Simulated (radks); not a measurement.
Results of a calculation; reference values are marked as such.
Problem. Spherical quantum dot in the effective-mass picture: electrons in a parabolic well V = omega^2 r^2 / 2 with omega = 2.61, all in effective atomic units (hartree* = m*/eps^2 hartree, bohr* = eps/m* bohr), one dielectric constant everywhere. Level of theory: non-relativistic Kohn-Sham, exchange-only LDA, spin-polarised, spherical densities (a radial shooting solver with Libxc functionals). Levels are named by radial order and angular momentum (1s, 1p, 1d, 2s, ...), and open shells are averaged over m. At N = 14 the configuration is 1s2 1p6 1d(up 5, down 1). Does electron 15 go into 1d down or 2s down or 2s up?

Solution. Into 1d down. The total energies of the other choices lie higher by 0.0827 hartree* (2s up), 0.192 hartree* (2s down).
